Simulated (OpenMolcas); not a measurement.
# Bi+: thermal populations, worked from levels

```yaml
Program: OpenMolcas
Basis: ANO-R3 [9s8p6d3f2g1h]
Scalar_Hamiltonian: X2C, finite nucleus
Active_space: 4 electrons in 4 orbitals (6s 6p)
State_averaging: 2S+1 = 3 even, 3 roots; 2S+1 = 1 even, 6 roots; 2S+1 = 5 odd, 1 root; 2S+1 = 3 odd, 9 roots; 2S+1 = 1 odd, 8 roots
Spin-orbit_coupling: state interaction with AMFI integrals over the reference wave functions, term energies averaged over their components
```

Methods: CASSCF; SS-CASPT2, IPEA 0.25 Eh, imaginary shift 0.1 Eh (closed shells correlated: 5d). Measured levels: NIST Handbook of Basic Atomic Spectroscopic Data.

**Thermal populations.** Z = Σ (2J + 1) exp(-E/kT) with k = 0.695035 cm-1/K, over the levels below. No other level of either list lies under 69100 cm-1, which is above 7 kT at each temperature.

| Level | 2J + 1 | SS-CASPT2 | measured |
| --- | --- | --- | --- |
| 6s² 6p² ³P₀ | 1 | 0.0 | 0.0 |
| 6s² 6p² ³P₁ | 3 | 11230 | 13325 |
| 6s² 6p² ³P₂ [57 %] | 5 | 15240 | 17032 |
| 6s² 6p² ¹D₂ [57 %] | 5 | 29880 | 33939 |
| 6s² 6p² ¹S₀ | 1 | 41440 | 44174 |

```
T (K)  Z, SS-CASPT2  Z, measured levels  Ground level (%), SS-CASPT2  Ground level (%), measured levels
 5000         1.182               1.102                         84.6                               90.7
 8000         1.744               1.518                         57.3                               65.9
12000         2.731               2.346                         36.6                               42.6
```

At 12000 K, kT = 8340 cm-1, and the computed levels give Z = 1.000 + 0.780 + 0.804 + 0.139 + 0.007 = 2.731.

CASPT2 does not keep the components of a term degenerate, so their means are used; among the terms shown or strongly mixed into the levels shown the widest spread is 35 cm-1 (6s² 6p² ¹D, SS-CASPT2). Over all roots computed the reference weight is 0.82 to 0.93 in SS-CASPT2; the roots of lowest weight are the least certain, and an intruder state may touch them. Spin-orbit splittings of 6p shells tend to come out small when the coupling is added on scalar orbitals. Computed and measured levels are paired by configuration, term and J; levels that our copy of the source lacks, or whose pairing is in doubt (as where it misses far off the trend of its configuration), stay unpaired and out of the deviations. Where the source uses jj or jK labels, the order within each J decides. Only configurations of the active space appear.

A share in square brackets marks a mixed level and gives the weight of the term that names it, the lowest over the columns.
